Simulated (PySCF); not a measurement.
Atom-mapped SMILES (the numbers label the heavy atoms): `[CH2:1]=[CH:2][C:3](=[CH2:4])[C:5](=[CH2:6])[SiH2:7][CH2:8][F:9]` (H(Xn): hydrogen on atom n). Ha(C4) is cis to C2; Ha(C1), Ha(C6) are cis to C3; Hb(C4) is trans to C2; Hb(C1), Hb(C6) are trans to C3.

Level of theory: PBE0/pcSseg-1 with gauge-including orbitals, GFN2-xTB structure, in PySCF (one computed conformer, one averaged value for each set of equivalent atoms, non-relativistic, in vacuum).

Problem. Predict the 2D correlation tables (HSQC, COSY, HMBC).

Solution. 

HSQC (one-bond C–H):
```tsv
δH	δC
6.69 (H(C2))	146.2 (C2)
6.24 (Hb(C6))	141.9 (C6)
6.00 (Ha(C6))	141.9 (C6)
5.53 (Hb(C1))	125.7 (C1)
5.36 (Ha(C1))	125.7 (C1)
5.35 (Ha(C4))	122.4 (C4)
5.23 (Hb(C4))	122.4 (C4)
4.90 (H(C8))	78.2 (C8)
```

COSY cross peaks (H two or three bonds apart, from the bond graph; peaks can be absent where the dihedral angle is near 90°):
```tsv
δH	δH
6.69 (H(C2))	5.53 (Hb(C1))
6.69 (H(C2))	5.36 (Ha(C1))
6.24 (Hb(C6))	6.00 (Ha(C6))
5.53 (Hb(C1))	5.36 (Ha(C1))
5.35 (Ha(C4))	5.23 (Hb(C4))
4.90 (H(C8))	4.62 (H(Si7))
```

HMBC (two and three bonds, from the bond graph):
```tsv
δH	δC
6.69 (H(C2))	158.2 (C3), 152.4 (C5), 125.7 (C1), 122.4 (C4)
6.24 (Hb(C6))	158.2 (C3), 152.4 (C5)
6.00 (Ha(C6))	158.2 (C3), 152.4 (C5)
5.53 (Hb(C1))	158.2 (C3), 146.2 (C2)
5.36 (Ha(C1))	158.2 (C3), 146.2 (C2)
5.35 (Ha(C4))	158.2 (C3), 152.4 (C5), 146.2 (C2)
5.23 (Hb(C4))	158.2 (C3), 152.4 (C5), 146.2 (C2)
4.90 (H(C8))	152.4 (C5)
4.62 (H(Si7))	158.2 (C3), 152.4 (C5), 141.9 (C6), 78.2 (C8)
```

Shifts are taken against calculated references (same method and geometry level): TMS for ¹H (31.72 ppm) and ¹³C (186.93 ppm).

Short H···H contacts in this conformer between protons four or more bonds apart (candidates for NOE cross peaks, intensity ∝ r⁻⁶): H(C2)···Ha(C4) 2.40 Å, Ha(C1)···H(C8) 2.78 Å.

Shifts are as computed. Against solution values, carbons near 30 ppm lie about +3 ppm off and those near 130 ppm about +5 ppm. Of 1211 compounds with measured shifts, 218 miss one by over three times the rms of a fit or turn the order of signals round; such compounds aren't used in these exercises.
